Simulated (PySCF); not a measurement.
Excitations are Tamm–Dancoff values on a coarser integration grid. The basis has no diffuse functions, so Rydberg states are missing or too high.

Z-matrix (Å, degrees):
```
C
N 1 1.4282
H 2 1.0115 1 111.16
H 2 1.0135 3 110.70 1 124.86
S 1 1.8150 2 110.30 3 -47.74
H 5 1.3460 1 95.72 2 -67.84
S 1 1.8228 2 104.19 3 -170.13
H 7 1.3412 1 96.48 2 -169.04
S 1 1.8461 2 110.28 3 67.64
H 9 1.3435 1 97.95 2 -178.04
```
Charge 0, multiplicity 1.

Q: Estimate the LUMO, T1 excitation (TDA), S1–T1 gap (TDA), S1 oscillator strength and S1 excitation (TDA) that PySCF with PBE0-D4/def2-TZVP returns for this input.

A: 
```
Item                       Value
----------------------  --------
LUMO                    -0.78 eV
T1 excitation (TDA)      4.09 eV
S1–T1 gap (TDA)          0.49 eV
S1 oscillator strength     0.006
S1 excitation (TDA)      4.58 eV
```
